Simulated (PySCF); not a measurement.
S⁺ (sulfur, charge +1) across methods

[Ne] 3s2 3p3, high-spin 4S determinant. Calculation: PySCF 2.14, in aug-cc-pVQZ-DK (7s6p4d3f2g, 84 functions); scalar relativity by spin-free X2C-1e.

```json
{"method": "B97-3", "E (hartree)": "-398.7789", "mean ε 3s α (eV)": "-31.468", "mean ε 3s β (eV)": "-26.962", "mean ε 3p α (eV)": "-19.368", "Σ⟨r²⟩ (bohr²)": "20.51", "⟨S²⟩": "3.752"}
{"method": "UHF", "E (hartree)": "-398.25519", "mean ε 3s α (eV)": "-38.566", "mean ε 3s β (eV)": "-29.192", "mean ε 3p α (eV)": "-23.452", "Σ⟨r²⟩ (bohr²)": "20.69", "⟨S²⟩": "3.751"}
{"method": "BHandHLYP", "E (hartree)": "-398.8392", "mean ε 3s α (eV)": "-33.765", "mean ε 3s β (eV)": "-28.206", "mean ε 3p α (eV)": "-20.709", "Σ⟨r²⟩ (bohr²)": "20.56", "⟨S²⟩": "3.751"}
{"method": "M06", "E (hartree)": "-398.8157", "mean ε 3s α (eV)": "-30.947", "mean ε 3s β (eV)": "-26.734", "mean ε 3p α (eV)": "-19.065", "Σ⟨r²⟩ (bohr²)": "20.41", "⟨S²⟩": "3.751"}
{"method": "PBE0", "E (hartree)": "-398.6915", "mean ε 3s α (eV)": "-31.461", "mean ε 3s β (eV)": "-26.734", "mean ε 3p α (eV)": "-19.481", "Σ⟨r²⟩ (bohr²)": "20.54", "⟨S²⟩": "3.750"}
{"method": "PW91", "E (hartree)": "-398.8162", "mean ε 3s α (eV)": "-28.876", "mean ε 3s β (eV)": "-25.455", "mean ε 3p α (eV)": "-17.964", "Σ⟨r²⟩ (bohr²)": "20.58", "⟨S²⟩": "3.750"}
{"method": "r2SCAN", "E (hartree)": "-398.8007", "mean ε 3s α (eV)": "-29.991", "mean ε 3s β (eV)": "-25.374", "mean ε 3p α (eV)": "-18.465", "Σ⟨r²⟩ (bohr²)": "20.49", "⟨S²⟩": "3.750"}
{"method": "LDA", "E (hartree)": "-397.4242", "mean ε 3s α (eV)": "-28.715", "mean ε 3s β (eV)": "-25.641", "mean ε 3p α (eV)": "-17.882", "Σ⟨r²⟩ (bohr²)": "20.63", "⟨S²⟩": "3.750"}
{"method": "PBE", "E (hartree)": "-398.6578", "mean ε 3s α (eV)": "-28.824", "mean ε 3s β (eV)": "-25.383", "mean ε 3p α (eV)": "-17.911", "Σ⟨r²⟩ (bohr²)": "20.58", "⟨S²⟩": "3.750"}
```
